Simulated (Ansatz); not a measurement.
Ideal-gas functions of Cl2Ge2H4, SMILES `[Cl][GeH2][GeH2][Cl]` at 800 K and 1 bar, from an Ansatz frequency run at PBE0-D4/def2-TZVP.

Molar mass 220.16 g/mol, point group C2 (symmetry number 2), electronic degeneracy 1, moments of inertia 192.786, 569.979, 663.074 u Å². Harmonic wavenumbers (cm⁻¹, unscaled): 24, 74, 111, 264, 385, 417, 431, 443, 628, 641, 712, 749, 838, 868, 2146, 2154, 2169, 2174.

Use S(trans) = R[1.5 ln M + 2.5 ln T − 1.1517]; rotational temperatures θ = 24.2544 K / I; S(rot) = R[ln(√π/σ · √(T³/θAθBθC)) + 1.5]; for each mode x = 1.438777 ν̃/T, S = R[x/(eˣ − 1) − ln(1 − e⁻ˣ)] and H = RT x/(eˣ − 1); 1 cm⁻¹ = 0.0119627 kJ/mol; R = 8.31446 J/(mol·K).

By hand: the entropy, in J/(mol·K).

Translation 196.6. Rotation: θ = 0.1258, 0.0426, 0.0366 K, giving 130.3. Vibration, mode by mode: 34.45, 25.09, 21.73, 14.59, 11.53, 10.90, 10.64, 10.42, 7.73, 7.58, 6.80, 6.44, 5.65, 5.41, 0.87, 0.86, 0.84, 0.83, in all 182.3. Electronic 0.0. Sum 509.2 J/(mol·K).

By hand: H − E and G − E in kJ/mol, counted from the electronic energy.

Zero-point energy ½ × 15228 × 0.0119627 = 91.1; thermal vibration 63.1; translation, rotation and pV give 4 RT = 26.6. H − E = 180.8 kJ/mol, and G − E = 180.8 − 800 × 509.2/1000 = -226.6 kJ/mol.

Vibration gives 36 % of the entropy, 81.3 J/(mol·K) of it from the modes under 150 cm⁻¹: soft modes count most, and the harmonic formula is weakest for them. The sum counts one conformer and one mirror image; others add a mixing term.
